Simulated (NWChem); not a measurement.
Program: NWChem. System: silicon dioxide molecule (O₂Si), charge 0, spin multiplicity 1, at a geometry optimised with PBE0/def2-SVP. Level: B2PLYP/3-21G, 7 core orbitals frozen.

Input file:

```
start mol
memory heap 200 mb stack 800 mb global 1000 mb
geometry units angstroms nocenter noautoz
  O      0.000000     0.000000    -1.518369
  Si     0.000000     0.000000     0.000000
  O      0.000000     0.000000     1.518369
  symmetry group D2h
end
basis spherical
  * library 3-21g
end
dft
  xc hfexch 0.53 becke88 0.47 lyp 0.73 mp2 0.27
  dftmp2
  semidirect memsize 60000000 filesize 0
  iterations 100
end
mp2
  freeze core 7
end
task dft energy
```

NWChem printed:

```
             Northwest Computational Chemistry Package (NWChem) 7.3.0
             --------------------------------------------------------

                                NWChem Input Module
                                -------------------

 Scaling coordinates for geometry "geometry" by  1.889725989
 (inverse scale =  0.529177249)

 Turning off AUTOSYM since
 SYMMETRY directive was detected!

                             Geometry "geometry" -> ""
                             -------------------------

 Output coordinates in angstroms (scale by  1.889725989 to convert to a.u.)

  No.       Tag          Charge          X              Y              Z
 ---- ---------------- ---------- -------------- -------------- --------------
    1 O                    8.0000     0.00000000     0.00000000    -1.51836900
    2 Si                  14.0000     0.00000000     0.00000000     0.00000000
    3 O                    8.0000     0.00000000     0.00000000     1.51836900

 Effective nuclear repulsion energy (a.u.)      89.2203250619

            Nuclear Dipole moment (a.u.)
            ----------------------------
        X                 Y               Z
 ---------------- ---------------- ----------------
     0.0000000000     0.0000000000     0.0000000000

      Symmetry information
      --------------------

 Group name             D2h
 Group number             26
 Group order               8
 No. of unique centers     2

      Symmetry unique atoms

     1    2


 Summary of "ao basis" -> "" (spherical)
 ------------------------------------------------------------------------------
       Tag                 Description            Shells   Functions and Types
 ---------------- ------------------------------  ------  ---------------------
 *                           3-21g                    on all atoms

  dft_input: which_mp2 not specified, using semidirect MP2 by default.

                                 NWChem DFT Module
                                 -----------------

 Summary of "ao basis" -> "ao basis" (spherical)
 ------------------------------------------------------------------------------
       Tag                 Description            Shells   Functions and Types
 ---------------- ------------------------------  ------  ---------------------
 O                           3-21g                   5        9   3s2p
 Si                          3-21g                   7       13   4s3p

 Summary of "ao basis" -> "ao basis" (spherical)
 ------------------------------------------------------------------------------
       Tag                 Description            Shells   Functions and Types
 ---------------- ------------------------------  ------  ---------------------
 O                           3-21g                   5        9   3s2p
 Si                          3-21g                   7       13   4s3p

      Symmetry analysis of basis
      --------------------------

        ag          9
        au          0
        b1g         0
        b1u         8
        b2g         2
        b2u         5
        b3g         2
        b3u         5

            General Information
            -------------------
          SCF calculation type: DFT
          Wavefunction type:  closed shell.
          No. of atoms     :     3
          No. of electrons :    30
           Alpha electrons :    15
            Beta electrons :    15
          Charge           :     0
          Spin multiplicity:     1
          Use of symmetry is: on ; symmetry adaption is: on
          Maximum number of iterations: 100
          AO basis - number of functions:    31
                     number of shells:    17
          Convergence on energy requested:  1.00D-06
          Convergence on density requested:  1.00D-05
          Convergence on gradient requested:  5.00D-04

              XC Information
              --------------
                     Hartree-Fock (Exact) Exchange  0.530
                    Becke 1988 Exchange Functional  0.470
              Lee-Yang-Parr Correlation Functional  0.730

             Grid Information
             ----------------
          Grid used for XC integration:  medium
          Radial quadrature: Mura-Knowles
          Angular quadrature: Lebedev.
          Tag              B.-S. Rad. Rad. Pts. Rad. Cut. Ang. Pts.
          ---              ---------- --------- --------- ---------
          O                   0.60       49           7.0       434
          Si                  1.10       88           5.0       590
          Grid pruning is: on
          Number of quadrature shells:   137
          Spatial weights used:  Erf1

          Convergence Information
          -----------------------
          Convergence aids based upon iterative change in
          total energy or number of iterations.
          Levelshifting, if invoked, occurs when the
          HOMO/LUMO gap drops below (HL_TOL):  1.00D-02
          DIIS, if invoked, will attempt to extrapolate
          using up to (NFOCK): 10 stored Fock matrices.

                    Damping( 0%)  Levelshifting(0.5)       DIIS
                  --------------- ------------------- ---------------
          dE  on:    start            ASAP                start
          dE off:    2 iters        100 iters           100 iters

      Screening Tolerance Information
      -------------------------------
          Density screening/tol_rho:  1.00D-10
          AO Gaussian exp screening on grid/accAOfunc:  14
          CD Gaussian exp screening on grid/accCDfunc:  20
          XC Gaussian exp screening on grid/accXCfunc:  20
[...]
   data(b): 5.24e+05  0.00e+00  0.00e+00  0.00e+00
   time(s): 0.00e+00  0.00e+00  0.00e+00  0.00e+00  0.00e+00
rate(mb/s): 0.00e+00  0.00e+00
------------------------------------------------------------

 !! scf_movecs_sym_adapt:    6 vectors were symmetry contaminated

  Symmetry fudging

 !! scf_movecs_sym_adapt:    6 vectors were symmetry contaminated

   convergence    iter        energy       DeltaE   RMS-Dens  Diis-err    time
 ---------------- ----- ----------------- --------- --------- ---------  ------
 d= 0,ls=0.0,diis     1   -436.9330132849 -5.26D+02  5.62D-02  1.28D+00     0.2

 !! scf_movecs_sym_adapt:    6 vectors were symmetry contaminated

  Symmetry fudging

 !! scf_movecs_sym_adapt:    2 vectors were symmetry contaminated

 d= 0,ls=0.0,diis     2   -436.7855002381  1.48D-01  2.93D-02  3.14D+00     0.2

 !! scf_movecs_sym_adapt:    4 vectors were symmetry contaminated

  Symmetry fudging

 !! scf_movecs_sym_adapt:    2 vectors were symmetry contaminated

 d= 0,ls=0.0,diis     3   -437.1143551245 -3.29D-01  1.38D-03  1.38D-03     0.2

 !! scf_movecs_sym_adapt:    4 vectors were symmetry contaminated

  Symmetry fudging

 !! scf_movecs_sym_adapt:    2 vectors were symmetry contaminated

 d= 0,ls=0.0,diis     4   -437.1145668586 -2.12D-04  2.11D-04  2.44D-05     0.2

 !! scf_movecs_sym_adapt:    6 vectors were symmetry contaminated

  Symmetry fudging

 !! scf_movecs_sym_adapt:    2 vectors were symmetry contaminated

 d= 0,ls=0.0,diis     5   -437.1145750340 -8.18D-06  1.20D-04  3.24D-06     0.2

 !! scf_movecs_sym_adapt:    6 vectors were symmetry contaminated

  Symmetry fudging

 !! scf_movecs_sym_adapt:    2 vectors were symmetry contaminated

  Resetting Diis
 d= 0,ls=0.0,diis     6   -437.1145763642 -1.33D-06  2.25D-05  8.15D-08     0.2

 !! scf_movecs_sym_adapt:    4 vectors were symmetry contaminated

  Symmetry fudging

 !! scf_movecs_sym_adapt:    2 vectors were symmetry contaminated

 d= 0,ls=0.0,diis     7   -437.1145764053 -4.11D-08  6.31D-07  2.01D-10     0.3

         Total DFT energy =     -437.114576405293
      One electron energy =     -782.609679783623
           Coulomb energy =      293.946934167819
    Exchange-Corr. energy =      -37.672155851397
 Nuclear repulsion energy =       89.220325061907

 Numeric. integr. density =       30.000002145068

     Total iterative time =      0.2s

                  Occupations of the irreducible representations
                  ----------------------------------------------

                     irrep           alpha         beta
                     --------     --------     --------
                     ag                5.0          5.0
                     au                0.0          0.0
                     b1g               0.0          0.0
                     b1u               4.0          4.0
                     b2g               1.0          1.0
                     b2u               2.0          2.0
                     b3g               1.0          1.0
                     b3u               2.0          2.0

                       DFT Final Molecular Orbital Analysis
                       ------------------------------------

 Vector   13  Occ=2.000000D+00  E=-4.318830D-01  Symmetry=b1u
              MO Center= -7.5D-16, -1.9D-16, -2.7D-16, r^2= 3.1D+00
   Bfn.  Coefficient  Atom+Function         Bfn.  Coefficient  Atom+Function
  ----- ------------  ---------------      ----- ------------  ---------------
    18      0.374506  2 Si pz                 5     -0.329643  1 O  pz
    27     -0.329643  3 O  pz                 9     -0.307515  1 O  pz
    31     -0.307515  3 O  pz                 6      0.240169  1 O  s
    28     -0.240169  3 O  s                 14     -0.179988  2 Si pz
    22     -0.098320  2 Si pz                 1     -0.056017  1 O  s

 Vector   14  Occ=2.000000D+00  E=-3.669690D-01  Symmetry=b2g
              MO Center=  8.1D-16, -3.1D-45,  5.8D-17, r^2= 2.9D+00
   Bfn.  Coefficient  Atom+Function         Bfn.  Coefficient  Atom+Function
  ----- ------------  ---------------      ----- ------------  ---------------
     7      0.454050  1 O  px                29     -0.454050  3 O  px
     3      0.361388  1 O  px                25     -0.361388  3 O  px

 Vector   15  Occ=2.000000D+00  E=-3.669690D-01  Symmetry=b3g
              MO Center=  1.8D-49, -1.1D-17,  1.3D-17, r^2= 2.9D+00
   Bfn.  Coefficient  Atom+Function         Bfn.  Coefficient  Atom+Function
  ----- ------------  ---------------      ----- ------------  ---------------
     8      0.454050  1 O  py                30     -0.454050  3 O  py
     4      0.361388  1 O  py                26     -0.361388  3 O  py

 Vector   16  Occ=0.000000D+00  E=-5.867447D-02  Symmetry=ag
              MO Center= -2.0D-30, -3.1D-32, -9.4D-17, r^2= 2.9D+00
   Bfn.  Coefficient  Atom+Function         Bfn.  Coefficient  Atom+Function
  ----- ------------  ---------------      ----- ------------  ---------------
    19      1.161616  2 Si s                  6     -0.405439  1 O  s
    28     -0.405439  3 O  s                  9     -0.372083  1 O  pz
    31      0.372083  3 O  pz                 5     -0.234872  1 O  pz
    27      0.234872  3 O  pz                11     -0.194132  2 Si s
     1      0.048283  1 O  s                 23      0.048283  3 O  s

 Vector   17  Occ=0.000000D+00  E= 2.604252D-02  Symmetry=b3u
              MO Center= -5.3D-23, -2.5D-44, -5.8D-17, r^2= 2.8D+00
   Bfn.  Coefficient  Atom+Function         Bfn.  Coefficient  Atom+Function
  ----- ------------  ---------------      ----- ------------  ---------------
    20      0.680864  2 Si px                16      0.393984  2 Si px
     7     -0.357759  1 O  px                29     -0.357759  3 O  px
     3     -0.244003  1 O  px                25     -0.244003  3 O  px
    12     -0.180188  2 Si px

 Vector   18  Occ=0.000000D+00  E= 2.604252D-02  Symmetry=b2u
              MO Center=  1.0D-45, -1.3D-23,  5.1D-18, r^2= 2.8D+00
   Bfn.  Coefficient  Atom+Function         Bfn.  Coefficient  Atom+Function
  ----- ------------  ---------------      ----- ------------  ---------------
    21      0.680864  2 Si py                17      0.393984  2 Si py
     8     -0.357759  1 O  py                30     -0.357759  3 O  py
     4     -0.244003  1 O  py                26     -0.244003  3 O  py
    13     -0.180188  2 Si py

 center of mass
 --------------
 x =   0.00000000 y =   0.00000000 z =   0.00000000

 moments of inertia (a.u.)
 ------------------
         263.368678518900           0.000000000000           0.000000000000
           0.000000000000         263.368678518900           0.000000000000
           0.000000000000           0.000000000000           0.000000000000

     Multipole analysis of the density
     ---------------------------------

     L   x y z        total         alpha         beta         nuclear
     -   - - -        -----         -----         ----         -------
     0   0 0 0     -0.000000    -15.000000    -15.000000     30.000000

     1   1 0 0      0.000000      0.000000      0.000000      0.000000
     1   0 1 0      0.000000      0.000000      0.000000      0.000000
     1   0 0 1      0.000000      0.000000      0.000000      0.000000

     2   2 0 0    -14.478833     -7.239416     -7.239416      0.000000
     2   1 1 0      0.000000      0.000000      0.000000      0.000000
     2   1 0 1      0.000000      0.000000      0.000000      0.000000
     2   0 2 0    -14.478833     -7.239416     -7.239416      0.000000
     2   0 1 1      0.000000      0.000000      0.000000      0.000000
     2   0 0 2    -25.357583    -78.541914    -78.541914    131.726245

                   NWChem MP2 Semi-direct Energy/Gradient Module
                   ---------------------------------------------

  Basis functions       =     31
  Molecular orbitals    =     31
  Frozen core           =      7
  Frozen virtuals       =      0
  Active alpha occupied =      8
  Active beta occupied  =      8
  Active alpha virtual  =     16
  Active beta virtual   =     16
  Use MO symmetry       = T
  Use skeleton AO sym   = T

  AO/Fock/Back tols     =   1.0D-09  1.0D-09  1.0D-09

 GA uses MA = F    GA memory limited = T

 Available:
  local mem=  3.29D+07
 global mem=  1.31D+08
 local disk=  0.00D+00
  mp2_memr nvloc                    16
  nvloc new                    16
   1 passes of   8:        2097152                       3135                    205802.
   1 passes of   8: M     32856162           G      131070078           F      30759010.

 Semi-direct pass number   1 of   1  for RHF alpha+beta  at        0.3s
  vrange nnbf                   469
  mp2_eaftype                    10  avail_ma_in_mb                   286
 EAF : mp2_eaftype filesize          10     102901.
  mp2_eaf for mointskh                     10
Node 0 wrote      0.5 Mb in      0.0 s     Agg I/O rate:  1171.2 Mb/s
 Done moints_semi at        0.4s
  mp2_eaftype                    10  avail_ma_in_mb                   286
 EAF : mp2_eaftype filesize          10     102901.
  mp2_eaf for kh                    10
 Done maket at        0.4s
 Done multipass loop at        0.4s

          -------------------------------------------
          DFT energy                    -437.114576405293
          Unscaled MP2 energy             -0.469284354000
          Total DFT+MP2 energy          -437.241283180873
          -------------------------------------------

 -----------------------
 Performance information
 -----------------------

 Timer overhead =  2.24D-07 seconds/call

               Nr. of calls         CPU time (s)                 Wall time (s)                GFlops
             ---------------    -------------------     ------------------------------   -------------------
Name         Min   Avg   Max    Min     Avg     Max     Min     Avg     Max   Mx/calls   Min     Max     Sum
mp2: moin     1     1     1   9.04E-2 9.04E-2 9.04E-2  9.04E-2 9.04E-2 9.04E-2 9.04E-2   0.0     0.0     0.0
mp2: make     1     1     1   7.50E-3 7.50E-3 7.50E-3  7.50E-3 7.50E-3 7.50E-3 7.50E-3   0.0     0.0     0.0
mp2: tota     1     1     1   0.11    0.11    0.11     0.11    0.11    0.11    0.11      0.0     0.0     0.0

 The average no. of pstat calls per process was 3.00D+00
 with a timing overhead of 6.73D-07s

 Task  times  cpu:        0.4s     wall:        0.4s

 Total times  cpu:        0.4s     wall:        0.4s
```
